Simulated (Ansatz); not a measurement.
Computed with Ansatz on PBE0-D4/def2-TZVP structures; ΔE is electronic, products minus reactants. CCSD(T)/CBS is the MP2 limit (def2-TZVPP, def2-QZVPP) plus CCSD(T) − MP2 in def2-TZVPP, frozen cores. This one scheme is used for every species. Functionals use def2-TZVPP. B3LYP here is the variant with VWN-RPA as its local correlation; programs differ in this. HSE06 is defined as in plane-wave codes. One conformer a species, not always the lowest.

Reaction (ligand exchange at a B–C bond): `N=C(F)BS` + `N[SiH3]` → `[SiH3]NBS` + `N=CF`

| level | ΔE (kJ/mol) | difference from CCSD(T)/CBS |
| --- | --- | --- |
| BLYP-D4 | -89.2 | 5.0 |
| r2SCAN-D4 | -91.7 | 2.5 |
| B3LYP-D4 | -94.0 | 0.2 |
| r2SCANh-D4 | -93.6 | 0.6 |
| PBE | -87.5 | 6.7 |
| BLYP | -89.1 | 5.1 |
| B3LYP | -93.6 | 0.6 |
| r2SCAN0 | -95.9 | -1.7 |
| HSE06 | -93.3 | 0.9 |
| LC-ωPBE | -95.7 | -1.5 |
| MP2/def2-SVP | -102.5 | -8.3 |
| SCS-MP2/def2-TZVPP | -97.9 | -3.7 |
| CCSD(T)/def2-TZVPP | -95.2 | -1.0 |
| MP2/def2-QZVPP | -97.6 | -3.4 |
| MP2/CBS(def2) | -96.7 | -2.5 |
| CCSD/CBS(def2) | -96.8 | -2.6 |
| CCSD(T)/CBS | -94.2 | 0 |

Q: What do rigid-rotor, harmonic-oscillator terms from PBE0-D4/def2-TZVP frequencies (298.15 K, 1 bar) make of the CCSD(T)/CBS value? (Estimate.)

A: The calculation gave: ΔZPE = +3.6 kJ/mol, ΔH = -91.0 kJ/mol, ΔS = -1 J/(mol·K), ΔG = -90.8 kJ/mol.

Largest T1 diagnostic among the species: 0.016.

From PBE to PBE0 (25 % exact exchange), in def2-TZVPP and without D4, ΔE moves by −5.7 kJ/mol. At CCSD(T), def2-SVP lies −5.2 kJ/mol from the extrapolated value and def2-TZVPP −1.0 kJ/mol.
